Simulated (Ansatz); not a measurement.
Basis sets compared for P3Se. Total charge 0; doublet. Geometry PBE-D4/def2-SVP. Ansatz on 4 threads of Arm Neoverse V2 on a shared host; times are rough, and most runs start from earlier orbitals.

```csv
atom,x (Å),y (Å),z (Å)
P1,-1.133,-0.596,-0.156
P2,0.048,0.938,0.883
P3,0.842,-1.140,0.727
Se4,0.243,0.797,-1.453
```

The structure comes from a short search, and lower isomers may exist.

Binding counts from free atoms (P quartet, Se triplet) in the same basis, without a counterpoise term.

```
                         level  functions  energy (Eh)  HOMO (eV)  LUMO (eV)  binding per atom (eV)  wall time
               PBE-D4/def2-SVP         86   -3424.2066      -4.92      -3.89                   2.81     0.95 s
PBE-D4/def2-TZVP (with forces)        159   -3424.8647      -4.96      -3.96                   2.93      2.5 s
           r2SCAN-D4/def2-TZVP        159   -3425.5864      -5.30      -3.71                   2.70      5.5 s
              PBE0-D4/def2-SVP         86   -3424.3545      -6.13      -3.06                   2.58      1.5 s
             PBE0-D4/def2-TZVP        159   -3425.0109      -6.08      -3.09                   2.73      3.5 s
```

Q: Estimate the rows for PBE-D4/def2-TZVPD, r2SCAN-D4/def2-TZVPD, PBE0-D4/def2-TZVPD.

A: 
| level | functions | energy (Eh) | HOMO (eV) | LUMO (eV) | binding per atom (eV) | wall time |
| --- | --- | --- | --- | --- | --- | --- |
| PBE-D4/def2-TZVPD | 186 | -3424.8665 | -5.01 | -4.01 | 2.94 | 3.3 s |
| r2SCAN-D4/def2-TZVPD | 186 | -3425.5879 | -5.33 | -3.74 | 2.71 | 7.5 s |
| PBE0-D4/def2-TZVPD | 186 | -3425.0124 | -6.11 | -3.13 | 2.73 | 4.7 s |
